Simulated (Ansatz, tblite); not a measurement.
Cost and result up the ladder for `c1ccc(-c2ccc(-c3ccc(-c4ccc(-c5ccc(-c6ccc(-c7ccc(-c8ccccc8)cc7)cc6)cc5)cc4)cc3)cc2)cc1` (82 atoms). Charge 0, multiplicity 1. Geometry: PBE-D4/def2-SVP.

Cartesian coordinates in Å:
```
C 11.987 11.323 2.088
C 11.897 10.216 2.948
C 10.885 9.263 2.769
C 9.938 9.394 1.727
C 8.867 8.386 1.539
C 7.579 8.758 1.089
C 6.569 7.808 0.913
C 6.797 6.437 1.174
C 5.727 5.430 0.987
C 4.371 5.744 1.235
C 3.362 4.793 1.061
C 3.658 3.481 0.625
C 2.589 2.473 0.439
C 2.673 1.491 -0.574
C 1.664 0.540 -0.750
C 0.521 0.520 0.082
C -0.546 -0.490 -0.101
C -0.882 -0.979 -1.385
C -1.889 -1.932 -1.557
C -2.609 -2.448 -0.455
C -3.674 -3.460 -0.638
C -3.912 -4.459 0.334
C -4.916 -5.416 0.161
C -5.734 -5.422 -0.992
C -6.798 -6.436 -1.175
C -7.152 -6.906 -2.461
C -8.155 -7.863 -2.634
C -8.855 -8.400 -1.529
C -9.919 -9.417 -1.713
C -10.766 -9.388 -2.845
C -11.772 -10.348 -3.018
C -11.955 -11.361 -2.063
C -11.122 -11.404 -0.933
C -10.117 -10.443 -0.760
C -8.501 -7.932 -0.243
C -7.499 -6.974 -0.071
C -5.497 -4.423 -1.963
C -4.492 -3.467 -1.791
C -2.272 -1.960 0.828
C -1.267 -1.004 1.001
C 0.437 1.501 1.097
C 1.444 2.455 1.269
C 5.013 3.168 0.374
C 6.023 4.118 0.552
C 8.085 6.065 1.623
C 9.094 7.015 1.802
C 10.042 10.514 0.871
C 11.054 11.467 1.049
H 12.782 12.071 2.228
H 12.617 10.097 3.772
H 10.809 8.415 3.466
H 7.361 9.818 0.890
H 5.584 8.133 0.545
H 4.105 6.751 1.591
H 2.316 5.079 1.249
H 3.541 1.485 -1.251
H 1.773 -0.219 -1.539
H -0.354 -0.588 -2.268
H -2.112 -2.300 -2.570
H -3.270 -4.510 1.227
H -5.044 -6.202 0.921
H -6.602 -6.540 -3.342
H -8.378 -8.232 -3.647
H -10.650 -8.582 -3.586
H -12.425 -10.299 -3.904
H -12.744 -12.116 -2.199
H -11.250 -12.199 -0.182
H -9.452 -10.503 0.115
H -9.051 -8.299 0.637
H -7.278 -6.605 0.942
H -6.139 -4.371 -2.856
H -4.362 -2.682 -2.551
H -2.823 -2.326 1.708
H -1.021 -0.660 2.017
H -0.446 1.528 1.752
H 1.352 3.193 2.080
H 5.283 2.151 0.051
H 7.065 3.842 0.332
H 8.294 5.009 1.854
H 10.089 6.687 2.137
H 9.334 10.624 0.036
H 11.120 12.326 0.363
```

Ansatz on 4 threads of AMD EPYC 7R13 on a shared host and a share (37 GiB) of an NVIDIA H100 80GB HBM3; xTB runs through tblite on one thread. Times are rough, summed over both states, and most runs start from the orbitals of an earlier one. PBE0-D4/def2-SVP serves as the yardstick here, not as an exact answer. The other state is a doublet.

The xTB rows come from tblite. B3LYP takes the VWN-RPA correlation. Single mean-field runs in def2-SVP are fitted with def2-universal-jkfit.

Raw xTB energies of ions are shifted by several eV.

```tsv
level	functions	vertical IE (eV)	difference from PBE0-D4/def2-SVP (eV)
B3LYP-D4/def2-SVP (with forces)	842	6.58	-0.14
GFN1-xTB	260	12.09	5.36
PBE0-D4/def2-SVP	842	6.72	0.00
PBE-D4/def2-SVP	842	6.25	-0.47
GFN2-xTB	226	11.08	4.35
```

Question: Estimate how long each takes.

Answer: GFN2-xTB 0.77 s; GFN1-xTB 0.99 s; PBE-D4/def2-SVP 33 s; B3LYP-D4/def2-SVP (with forces) 39 s; PBE0-D4/def2-SVP 50 s. On shared hardware such times vary by a factor of up to 3.
